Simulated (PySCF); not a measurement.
SMILES FC(F)(F)c1ccc([Si](Cl)(Cl)Cl)cc1 (C7H4Cl3F3Si), singlet, GFN2-xTB optimised geometry.

```
18

F     -2.11    -3.27    -1.29
C     -1.86    -2.87    -0.03
F     -3.04    -2.80     0.59
F     -1.18    -3.87     0.55
C     -1.11    -1.56     0.00
C     -1.81    -0.37    -0.01
C     -1.12     0.83    -0.01
C      0.28     0.85     0.00
Si     1.21     2.51    -0.03
Cl     1.40     3.14    -1.94
Cl     0.18     3.87     1.04
Cl     3.04     2.25     0.78
C      0.96    -0.36     0.00
C      0.28    -1.56     0.00
H     -2.89    -0.38    -0.01
H     -1.67     1.75    -0.01
H      2.04    -0.37     0.01
H      0.82    -2.50     0.01
```

Density from PBE0/def2-SVP run with PySCF at that geometry.

Minimum of the electron density along straight lines between bonded atoms, close to the bond critical point (lines longer than 1.1 times the sum of covalent radii, or with two minima, are not listed):

```tsv
bond	length / Å	ρ at the minimum / e bohr⁻³	∇²ρ there / e bohr⁻⁵	position (fraction from the first atom)
F1–C2	1.348	0.273	-0.28	0.66
C2–F3	1.341	0.275	-0.23	0.34
C2–F4	1.341	0.276	…	0.34
C2–C5	1.503	0.270	…	0.53
C5–C6	1.388	0.309	-0.78	0.51
C6–C7	1.382	0.313	-0.81	0.50
C7–C8	1.394	0.305	-0.76	0.50
C8–Si9	1.899	…	0.30	0.62
Si9–Cl10	2.020	0.099	0.32	0.37
Si9–Cl11	2.018	0.100	0.33	0.37
Si9–Cl12	2.018	0.100	0.33	0.37
C8–C13	1.394	0.305	-0.76	0.50
C5–C14	1.388	0.309	-0.78	0.51
C13–C14	1.382	0.313	-0.81	0.50
C6–H15	1.079	0.286	-1.11	0.64
C7–H16	1.079	0.286	-1.11	0.64
C13–H17	1.079	0.286	-1.11	0.64
C14–H18	1.079	0.286	-1.11	0.64
```

Some entries are withheld; supply them.


- C2–F4, ∇²ρ there / e bohr⁻⁵: -0.21
- C2–C5, ∇²ρ there / e bohr⁻⁵: -0.70
- C8–Si9, ρ at the minimum / e bohr⁻³: 0.116
